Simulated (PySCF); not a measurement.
## Ar²⁺: excitation energy

Ar²⁺ [Ne] 3s2 3p4 (3P) → Ar²⁺ [Ne] 3s1 3p5, s spin flipped, as a difference of total energies. Calculation: PySCF 2.14, in aug-cc-pV(T+d)Z (6s5p4d2f, 55 functions); the non-relativistic Hamiltonian (point nucleus). Correlated levels: valence: [Ne] frozen. The calculations carry no spin-orbit coupling.

| method | excitation energy (eV) |
| --- | --- |
| UHF | 20.980 |
| LDA | 15.933 |
| PBE | 16.268 |
| PBE0 | 17.418 |
| r2SCAN | 17.402 |
| M06-2X | 17.540 |
| wB97X | 17.336 |
| HSE06 | 17.408 |
| r2SCAN0 | 18.174 |
| MP2 (valence) | 18.391 |
| SCS-MP2 (valence) | 18.025 |

Question: How much does correlation contribute at MP2 (valence)?

Answer: 18.391 − (20.980) = -2.589 eV, measured against UHF.

The upper determinant mixes two multiplicities, so it lies between the two terms.
